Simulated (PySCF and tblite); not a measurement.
Results of a calculation; reference values are marked as such.
System: C5H5Br, numbered as in [Br:1][CH:2]1[CH:3]=[CH:4][CH:5]=[CH:6]1.

Motion: shift of Br1 from C2 to C6. GFN2-xTB gives an electronic barrier of 17.8 kcal/mol.

Spin–orbit effects of heavy atoms on shieldings are missing.

Task: What does PBE0/pcSseg-1 + D3(BJ) give on PBE0-D3(BJ)/def2-SVP geometries?

Result: A barrier of 23.5 kcal/mol, 5.7 above the tight-binding barrier (from unrounded values) and, with GFN2-xTB thermal terms, ΔG‡(298 K) = 23.1 kcal/mol and k = 0.00015 s⁻¹ (2 equivalent paths).

Task: And the level of the geometries itself, PBE0-D3(BJ)/def2-SVP?

Result: 23.6 kcal/mol.

Programs: tblite and PySCF.
